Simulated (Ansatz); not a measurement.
Relative stability

The two ends of one reaction step of BSiH$_{7}$O$_{3}$, singlet (PBE0-D4/def2-TZVP).

A:

```xyz
12
angstrom
B -0.4332 -1.6028 -0.2073
Si 0.6122 2.2330 0.2853
O -1.6135 -0.9837 0.0809
O 0.7524 -0.9563 0.0174
H 0.5110 1.8692 -1.1478
O -0.4257 -2.8677 -0.7216
H 0.4987 3.7090 0.4230
H -0.5176 1.6236 1.0395
H 1.9001 1.7826 0.8613
H -1.4832 -0.0990 0.4341
H 1.5108 -1.4904 -0.2287
H -1.3118 -3.2177 -0.8360
```

B:

| atom | x (Å) | y (Å) | z (Å) |
| --- | --- | --- | --- |
| B1 | -0.0953 | -0.5737 | 0.8942 |
| Si2 | 0.6755 | 1.2028 | 0.2593 |
| O3 | -0.7928 | -1.3775 | 0.0366 |
| O4 | 0.0486 | -1.0270 | 2.1719 |
| H5 | -1.0577 | 0.3496 | -2.7164 |
| O6 | -0.2900 | -0.1828 | -2.4991 |
| H7 | -0.3435 | 2.0691 | -0.3874 |
| H8 | 1.1528 | 1.9198 | 1.4839 |
| H9 | 1.8445 | 1.0254 | -0.6364 |
| H10 | -1.0888 | -2.1944 | 0.4552 |
| H11 | 0.5346 | -0.4278 | 2.7419 |
| H12 | -0.5878 | -0.7836 | -1.8037 |

Ansatz 0.2.0; basis: def2-TZVPP; cores frozen in the correlated methods. B3LYP uses VWN-RPA correlation.

Question: Which structure is lower at CCSD(T), and by how much? (To be estimated.)

Answer: Computed: A, by 135.9 kJ/mol (electronic energy, against the other). By their contacts, A is a complex of BH₃O₃ ([OH][B]([OH])[OH]) + SiH₄ and B is a complex of BSiH₅O₂ ([OH][B]([OH])[SiH3]) + H₂O.

All methods give the same order:

```tsv
method	E(B) − E(A) (kJ/mol)
SPW92	120.3
PBE-D4	117.1
BLYP-D4	127.7
r2SCAN-D4	134.0
B97M-V	138.8
PBE0-D4	126.7
B3LYP-D4	135.1
r2SCAN0-D4	138.9
BHLYP-D4	145.8
CAM-B3LYP-D4	140.1
wB97X-V	133.2
wB97M-V	136.8
B2PLYP	139.0
PBE-QIDH	136.0
RPA on PBE	134.6
HF	166.7
MP2	138.3
CCSD	140.3
CCSD(T)	135.9
```

The T1 diagnostic stays at or below 0.013.

Labels in which every atom is bracketed show which atoms are joined, not bond orders.

For scale, one of the runs: CCSD(T)/def2-TZVPP, 264 basis functions, launched by `ansatz run in.yaml --threads 8 --pin off --events-out ev --progress --plain --max-ram 19148MiB`. The run took 2.3 min on 8 CPU threads of an Arm Neoverse V1 (shared host), with 6.7 GiB of host memory at its peak.
